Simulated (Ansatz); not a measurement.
Correlation energies of C3H9BS (`CCBSC`) by basis set

Z-matrix (Å, degrees):
```
C
C 1 1.524
H 1 1.093 2 111.1
H 1 1.093 2 112.0 3 -120.4
H 1 1.093 2 111.1 3 119.1
B 2 1.566 1 115.4 3 -59.8
H 2 1.099 1 110.2 3 63.5
H 2 1.100 1 110.1 3 177.4
S 6 1.769 2 124.9 1 178.9
H 6 1.199 2 122.7 1 -1.3
C 9 1.808 6 105.4 2 -0.1
H 11 1.089 9 110.8 6 60.7
H 11 1.090 9 110.8 6 -61.2
H 11 1.089 9 107.5 6 179.8
```

The species carries charge 0 and has multiplicity 1. Geometry: relaxed with PBE0-D4/def2-TZVP. It is one conformer, not always the lowest. Frozen core, restricted reference, Ansatz 0.2.0. CBS rows extrapolate triple and quadruple zeta; past MP2 they add the triple-zeta difference.

| basis | HF (Eh) | MP2 corr. |
| --- | --- | --- |
| def2-TZVPP | -541.15015 | -0.81049 |
| def2-QZVPP | -541.16814 | -0.86558 |

Task: Estimate the CCSD correlation energy and the (T) correction in each basis where they were run (hartree).

Result: 
```csv
basis,CCSD corr.,(T)
def2-TZVPP,-0.87280,-0.03642
CBS(def2),-0.96870,as TZ
```
